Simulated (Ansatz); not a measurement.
A nudged elastic band was laid between two geometries of ClFH4OSiZn (9 atoms, charge 0, multiplicity 1).

The calculation used UKS PBE0-D4/def2-SVP in Ansatz.

```json
{"movable images": "9", "climbing image": "yes", "spring": "5.0 eV/Å²", "optimiser": "quadratic models (default)", "start path": "through a guess of the saddle point", "force threshold": "0.03 eV/Å", "iteration limit": "58", "end points": "relaxed"}
```

First end point:

```xyz
9
Properties=species:S:1:pos:R:3
Zn -1.252 -0.072 -1.686
F 0.118 -0.912 -2.521
Cl -3.203 0.675 -1.371
H 0.802 -0.442 -0.941
O 0.282 0.059 -0.269
Si 0.730 0.148 1.360
H -0.310 0.990 2.004
H 2.078 0.772 1.469
H 0.757 -1.218 1.955
```

Last end point:

```xyz
9
Properties=species:S:1:pos:R:3
Zn -1.313 0.087 -1.201
F 0.275 -0.691 -2.397
Cl -3.290 0.469 -1.801
H 0.660 -0.543 -1.493
O 0.213 -0.037 -0.164
Si 0.741 0.135 1.399
H -0.140 1.097 2.133
H 2.140 0.657 1.401
H 0.715 -1.174 2.121
```

Task: Which bonds break or form, and what moves?

Result: Bonds broken: H4–O5. Bonds formed: F2–H4.

Task: What energy profile does the band end with?

Result: It converged. The highest image is number 6 of 0 to 10, 19.1 kJ/mol above the first end and 2.8 kJ/mol above the last; the last end lies 16.3 kJ/mol above the first. A vibrational analysis at the climbing image gives one clearly imaginary mode, 319i cm⁻¹: a first-order saddle point. The orbitals stay closed-shell, which can raise the energy where a bond breaks towards radicals; this wasn't checked here.

```json
{"image": "0", "path coordinate (Å)": "0.00", "energy (kJ/mol)": "0.0", "H4–O5 (Å)": "0.99", "F2–H4 (Å)": "1.78"}
{"image": "1", "path coordinate (Å)": "0.23", "energy (kJ/mol)": "-0.1", "H4–O5 (Å)": "0.99", "F2–H4 (Å)": "1.78"}
{"image": "2", "path coordinate (Å)": "0.47", "energy (kJ/mol)": "-0.1", "H4–O5 (Å)": "0.99", "F2–H4 (Å)": "1.78"}
{"image": "3", "path coordinate (Å)": "0.70", "energy (kJ/mol)": "0.1", "H4–O5 (Å)": "0.99", "F2–H4 (Å)": "1.72"}
{"image": "4", "path coordinate (Å)": "0.94", "energy (kJ/mol)": "2.1", "H4–O5 (Å)": "1.01", "F2–H4 (Å)": "1.59"}
{"image": "5", "path coordinate (Å)": "1.17", "energy (kJ/mol)": "11.5", "H4–O5 (Å)": "1.07", "F2–H4 (Å)": "1.36"}
{"image": "6", "path coordinate (Å)": "1.41", "energy (kJ/mol)": "19.1", "H4–O5 (Å)": "1.24", "F2–H4 (Å)": "1.12"}
{"image": "7", "path coordinate (Å)": "1.65", "energy (kJ/mol)": "16.6", "H4–O5 (Å)": "1.44", "F2–H4 (Å)": "1.01"}
{"image": "8", "path coordinate (Å)": "1.90", "energy (kJ/mol)": "16.3", "H4–O5 (Å)": "1.49", "F2–H4 (Å)": "0.99"}
{"image": "9", "path coordinate (Å)": "2.15", "energy (kJ/mol)": "16.3", "H4–O5 (Å)": "1.49", "F2–H4 (Å)": "0.99"}
{"image": "10", "path coordinate (Å)": "2.39", "energy (kJ/mol)": "16.3", "H4–O5 (Å)": "1.49", "F2–H4 (Å)": "0.99"}
```

Task: What is the geometry of the highest image?

Result: 
```xyz
9
Properties=species:S:1:pos:R:3
Zn -1.294 0.097 -1.386
F 0.212 -0.887 -2.257
Cl -3.225 0.781 -1.872
H 0.540 -0.655 -1.207
O 0.161 -0.106 -0.160
Si 0.769 0.135 1.373
H -0.249 0.876 2.174
H 2.028 0.935 1.309
H 1.058 -1.176 2.027
```

Task: What are the harmonic wavenumbers there?

Result: 319i, 11, 51, 65, 103, 170, 348, 450, 489, 722, 741, 841, 943, 956, 1014, 1067, 1120, 1822, 2240, 2242, 2245 cm⁻¹.

Run time: 19 min on 4 threads of Arm Neoverse N1, with other jobs on the host, peak memory 0.47 GiB.
